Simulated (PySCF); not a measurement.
**Computed spin Hamiltonian**

Species: C6H10O2 (charge +1 and doublet state).
Geometry (GFN2-xTB, Å), atoms numbered from 1 in this order:
```
atom  x, y, z in Å
C1    -1.9860    0.5086    1.1696
C2    -1.1660   -0.5182    0.4924
C3     0.1068   -0.4049    0.0605
C4     0.8777    0.8567   -0.0441
C5     2.0754    0.7549   -0.9830
O6     2.7139   -0.4684   -0.8026
C7    -1.8956   -1.8015    0.2830
O8    -3.0730   -1.9160    0.1832
H9    -1.4880    1.4729    1.2090
H10   -2.2068    0.2109    2.1980
H11   -2.9570    0.5696    0.6710
H12    0.6533   -1.2785   -0.2764
H13    0.2591    1.7142   -0.3131
H14    1.2604    1.0354    0.9735
H15    1.7308    0.8612   -2.0273
H16    2.7598    1.5982   -0.7995
H17    3.5403   -0.5119   -1.2997
H18   -1.2139   -2.6768    0.2605
```

The hyperfine couplings belong to this conformer and change with its torsions.

As a line formula: `C[C+]([CH]CCO)C=O` [radical] (charge +1).

Computed with UKS B3LYP, pcH-1 on C H O, non-relativistic, mean-field spin-orbit, GIAO in PySCF 2.14.0. One conformer (not necessarily the lowest) at the GFN2-xTB geometry, without solvent, vibrations or thermal averaging. Couplings are sensitive to structure, and on GFN2-xTB geometries they can be far from those on DFT ones, by a factor of two or more for some ions and for spin on atoms past the first row. The frame is twisted about the C2–C7 bond at this geometry (dihedral C1–C2–C7–O8 = 26°); couplings at other torsion angles weren't computed. Stability of the SCF solution: not tested.

```json
{"g1, g2, g3": "2.00298, 2.00516, 2.00798", "g_iso": "2.00537", "Form of g": "rhombic: the two nearest values differ by 44 % of g3 − g1", "⟨S²⟩": "0.7608 (exact 0.7500)", "α and β electrons": "31, 30", "HOMO–LUMO gap, α and β orbitals": "5.12, 1.16 eV", "Total energy": "-384.77545 Eh"}
```

Isotropic coupling and dipolar principal values T1 to T3, in MHz:

```json
{"atom": "C1", "isotope": "13C", "a_iso": "-8.1", "T1": "-5.6", "T2": "-5.2", "T3": "10.7", "Mulliken spin population": "0.02"}
{"atom": "C2", "isotope": "13C", "a_iso": "24.7", "T1": "-29.5", "T2": "-24.9", "T3": "54.4", "Mulliken spin population": "0.27"}
{"atom": "C3", "isotope": "13C", "a_iso": "0.7", "T1": "-18.1", "T2": "-14.7", "T3": "32.8", "Mulliken spin population": "0.17"}
{"atom": "C4", "isotope": "13C", "a_iso": "-0.9", "T1": "-4.6", "T2": "-3.7", "T3": "8.3", "Mulliken spin population": "0.01"}
{"atom": "C5", "isotope": "13C", "a_iso": "-7.4", "T1": "-2.1", "T2": "-2.1", "T3": "4.2", "Mulliken spin population": "0.00"}
{"atom": "O6", "isotope": "17O", "a_iso": "-7.8", "T1": "-28.8", "T2": "14.1", "T3": "14.7", "Mulliken spin population": "0.09"}
{"atom": "C7", "isotope": "13C", "a_iso": "-40.0", "T1": "-13.4", "T2": "3.7", "T3": "9.6", "Mulliken spin population": "-0.06"}
{"atom": "O8", "isotope": "17O", "a_iso": "-18.2", "T1": "-101.7", "T2": "47.3", "T3": "54.5", "Mulliken spin population": "0.29"}
{"atom": "H9", "isotope": "1H", "a_iso": "12.8", "T1": "-4.4", "T2": "0.3", "T3": "4.1", "Mulliken spin population": "0.00"}
{"atom": "H10", "isotope": "1H", "a_iso": "56.2", "T1": "-4.6", "T2": "-2.8", "T3": "7.4", "Mulliken spin population": "0.02"}
{"atom": "H11", "isotope": "1H", "a_iso": "58.9", "T1": "-5.8", "T2": "0.2", "T3": "5.6", "Mulliken spin population": "0.02"}
{"atom": "H12", "isotope": "1H", "a_iso": "4.5", "T1": "-6.0", "T2": "-4.9", "T3": "10.8", "Mulliken spin population": "0.00"}
{"atom": "H13", "isotope": "1H", "a_iso": "15.7", "T1": "-3.3", "T2": "-1.3", "T3": "4.6", "Mulliken spin population": "0.00"}
{"atom": "H14", "isotope": "1H", "a_iso": "123.3", "T1": "-3.7", "T2": "-1.0", "T3": "4.7", "Mulliken spin population": "0.05"}
{"atom": "H15", "isotope": "1H", "a_iso": "73.5", "T1": "-2.6", "T2": "-1.0", "T3": "3.6", "Mulliken spin population": "0.03"}
{"atom": "H16", "isotope": "1H", "a_iso": "44.2", "T1": "-2.6", "T2": "-1.7", "T3": "4.3", "Mulliken spin population": "0.02"}
{"atom": "H17", "isotope": "1H", "a_iso": "-6.5", "T1": "-6.8", "T2": "-3.0", "T3": "9.8", "Mulliken spin population": "0.00"}
{"atom": "H18", "isotope": "1H", "a_iso": "179.1", "T1": "-6.1", "T2": "0.3", "T3": "5.8", "Mulliken spin population": "0.07"}
```

Largest spin populations (Mulliken): O8 (+0.29), C2 (+0.27), C3 (+0.17) and O6 (+0.09). Three atoms exceed +0.15.

C3, the radical centre as drawn in `C[C+]([CH]CCO)C=O`, holds a spin population of +0.17 out of 1.

Under fast tumbling the dipolar parts average out, and these isotropic splittings remain: 1 × 1H (H18, I = 1/2, 2 lines) with 6.38 mT, 2 × 1H (H13/H14, I = 1/2, 3 lines) with 2.48 mT, 2 × 1H (H15/H16, I = 1/2, 3 lines) with 2.10 mT, 3 × 1H (H9/H10/H11, I = 1/2, 4 lines) with 1.52 mT, 1 × 1H (H17, I = 1/2, 2 lines) with 0.23 mT and 1 × 1H (H12, I = 1/2, 2 lines) with 0.16 mT.

Nuclei that the bonding pattern makes equivalent are averaged, as if the motion that swaps them (rotation, inversion, ring flip) were fast. The three 1H nuclei of mean +42.6 MHz run from 12.8 to 58.9 MHz in the frozen geometry. The 1H value of +69.5 MHz is a mean of couplings from 15.7 to 123.3 MHz in this one geometry, not an average over conformers. The 1H value of +58.9 MHz is a mean of couplings from 44.2 to 73.5 MHz in this one geometry, not an average over conformers.

The 13C coupling of C7 (-40.0 MHz) shows only in satellite lines or after enrichment, since that isotope makes up about 1.07 % of natural carbon.

The 17O coupling of O8 (-18.2 MHz) shows only in satellite lines or after enrichment, since that isotope makes up about 0.038 % of natural oxygen.

β density exceeds α density at some nuclei, such as C7 (-0.0356), C1 (-0.0072) and C5 (-0.0066), spin density in bohr⁻³. In a single determinant that takes different orbitals for the two spins, that is spin polarisation.

The run took 89 s wall (with the writing of density and orbital grids) on one thread of an Arm Neoverse V2 (shared host), and the process peaked at 0.97 GiB of memory.
